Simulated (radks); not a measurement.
Species: the scandium ion Sc16+. Configuration: [He] 2s2 2p1. Method: Dirac Kohn-Sham, BLYP, spin-unpolarised, spherical densities, finite nucleus; open shells fill j = l - 1/2 first; Fermi nuclear charge, rms radius 3.5459 fm; computed with a radial shooting solver on a logarithmic mesh with Libxc functionals.

Normalised radial functions P(r) = r R(r) (large component), r in bohr:

r          1s1/2   2p3/2
0.002624  0.4854  0.0023
0.002888  0.5307  0.0028
0.003179  0.5800  0.0034
0.0035    0.6334  0.0041
0.003852  0.6913  0.0049
0.00424   0.7539  0.0059
0.004705  0.8274  0.0073
0.005179  0.9007  0.0088
0.005701  0.9795  0.0105
0.006275  1.0641  0.0127
0.006908  1.1545  0.0153
0.007604  1.2510  0.0183
0.00837   1.3536  0.0220
0.009213  1.4621  0.0265
0.01014   1.5766  0.0317
0.01116   1.6967  0.0380
0.01229   1.8221  0.0455
0.01353   1.9521  0.0544
0.01501   2.0972  0.0659
0.01652   2.2341  0.0786
0.01819   2.3723  0.0935
0.02002   2.5103  0.1112
0.02204   2.6462  0.1318
0.02426   2.7777  0.1561
0.0267    2.9023  0.1843
0.02939   3.0171  0.2171
0.03235   3.1189  0.2551
0.03561   3.2044  0.2988
0.0392    3.2702  0.3489
0.04315   3.3127  0.4059
0.0475    3.3285  0.4704
0.0527    3.3120  0.5493
0.05801   3.2631  0.6307
0.06386   3.1803  0.7204
0.07029   3.0627  0.8183
0.07737   2.9110  0.9238
0.08517   2.7273  1.0359
0.09375   2.5151  1.1530
0.1032    2.2795  1.2730
0.1136    2.0269  1.3932
0.125     1.7649  1.5102
0.1376    1.5019  1.6197
0.1515    1.2462  1.7173
0.1668    1.0058  1.7980
0.1851    0.7705  1.8604
0.2037    0.5818  1.8896
0.2242    0.4233  1.8870
0.2468    0.2957  1.8497
0.2717    0.1975  1.7765
0.2991    0.1255  1.6683
0.3292    0.0756  1.5286
0.3624    0.0429  1.3634
0.3989    0.0228  1.1805
0.4391    0.0113  0.9895
0.4833    0.0051  0.8003
0.532     0.0022  0.6225
0.5903    0.0008  0.4518
0.6498    0.0003  0.3200
0.7153    0.0001  0.2154
0.7873    0.0000  0.1371
0.8667    0.0000  0.0822
0.954     0.0000  0.0460
1.05      0.0000  0.0238

1s1/2: eigenvalue -5211.8 eV, 0 radial nodes, <r> = 0.0726 bohr, 90 % of the charge inside 0.129 bohr. 2p3/2 (empty): eigenvalue -1044.0 eV, 0 radial nodes, <r> = 0.269 bohr, 90 % of the charge inside 0.433 bohr.
